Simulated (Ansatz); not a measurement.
Stepwise reaction of `[GeH3][GeH2][GeH2][GeH2][GeH2][GeH3]` with hydrogen, as a gas-phase model of exchange steps in deposition or etching. ΔE in kJ/mol.

Calculated with Ansatz (gas phase, PBE0-D4/def2-TZVP geometries, no zero-point term in ΔE). CBS: MP2 limit from def2 TZ/QZ plus the TZ coupled-cluster correction, frozen cores. This one scheme is used for every species. DFT in def2-TZVPP. B3LYP here is the variant with VWN-RPA as its local correlation; programs differ in this. For Ge outer-core shells are correlated without core-valence functions, which leaves a few kJ/mol of doubt a bond. Scalar relativity is left out up to krypton. Each species was taken in one conformer, which may not be the lowest.

```
step                                                                                   reaction  PBE-D4  B3LYP-D4  ωB97M-V  CCSD(T)/CBS
   1  `[GeH3][GeH2][GeH2][GeH2][GeH2][GeH3]` + H₂ → `[GeH3][GeH2][GeH2][GeH3]` + `[GeH3][GeH3]`    35.5      31.0     26.3         33.3
   2                          `[GeH3][GeH2][GeH2][GeH3]` + H₂ → `[GeH3][GeH3]` + `[GeH3][GeH3]`    29.3      23.8     19.9         26.8
```

(1) By hand: ΔE of the 2 steps together at CCSD(T)/CBS.

## Answers

(1) (33.3) + (26.8) = 60.1 kJ/mol, or 30.0 kJ/mol a step.

In ΔE each step is lower than the one before. All are uphill at CCSD(T)/CBS. PBE-D4 differs from CCSD(T)/CBS by 2.2 to 2.5 kJ/mol a step. Isolated molecules leave out the surface, adducts and barriers. Largest T1 diagnostic: 0.012.
